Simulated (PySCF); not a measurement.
GeOCl₂, SMILES [O]=[Ge]([Cl])[Cl]. Atoms are numbered in the order given.

```xyz
4

Ge     0.0000     0.0000     0.4069
O      0.0000     0.0000     2.0299
Cl     0.0000     1.7008    -0.8606
Cl     0.0000    -1.7008    -0.8606
```

Coordinates come from a PBE0-D3(BJ)/def2-SVP optimisation.

Calculation: r2SCAN/def2-TZVPD (PySCF).

Symmetry labels are those of the subgroup C2v that the program uses (full group C2v).

### Question
List the valence orbital energies around the gap with their symmetry. (An estimate is asked for; the answer gives what the named calculation found.)

### Answer

```
orbital  symmetry  energy (eV)
-------  --------  -----------
HOMO−7         B2       -11.42
HOMO−6         A1       -10.35
HOMO−5         B1       -10.16
HOMO−4         A2        -9.38
HOMO−3         A1        -9.28
HOMO−2         B2        -9.06
HOMO−1         B1        -8.15
HOMO           B2        -7.67
LUMO           A1        -3.67
LUMO+1         B1        -2.92
LUMO+2         A1         0.27
LUMO+3         B2         0.48
```
